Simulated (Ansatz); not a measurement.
CrN₃H₆⁻, that is Cr(NH2)3 with one electron more. Charge -1, multiplicity 5. Geometry r2SCAN-D4/def2-SVP, that of the neutral quartet; atoms count from 1.

```xyz
10

Cr    0.0003   -0.0002   -0.0001
N    -0.6269   -1.2268   -1.2104
H    -0.1879   -1.4552   -2.1016
H    -1.4702   -1.7887   -1.0990
N     0.6148   -0.5569    1.6356
H     0.1755   -0.3529    2.5325
H     1.4505   -1.1192    1.7926
N     0.0121    1.7836   -0.4252
H    -0.8148    2.3628   -0.5656
H     0.8466    2.3535   -0.5589
```

The highest occupied level of the charge -1 quintet lies above zero (up to 1.90 eV). By energy differences it is unbound by 0.48 eV (vertical, against the charge 0 quartet, at PBE0-D4/def2-TZVPD) and held by the finite basis.

Q: Estimate the Mulliken populations from the PBE0/def2-TZVPD orbitals of Ansatz.

A: 
```csv
atom,charge (e),spin (α − β),d electrons
Cr1,0.73,4.23,4.59
N2,-0.54,-0.29,–
H3,-0.02,0.11,–
H4,-0.02,0.10,–
N5,-0.58,-0.23,–
H6,-0.01,0.10,–
H7,0.03,0.05,–
N8,-0.60,-0.21,–
H9,0.03,0.05,–
H10,-0.01,0.09,–
```
Mulliken values depend strongly on the basis. With diffuse functions, as here, like atoms can get unlike values, and bond orders can come out too low or too high.

Q: Where does the spin sit?

A: Summed by element: Cr 4.23, N -0.72, H 0.49, of 4 unpaired in all. Largest on single atoms: Cr1 4.23, N2 -0.29, N5 -0.23.

Q: And the Mayer bond orders between heavy atoms (over 0.3)?

A: Cr1–N2 0.32 (1.83 Å); Cr1–N5 0.47 (1.83 Å); Cr1–N8 0.54 (1.83 Å).
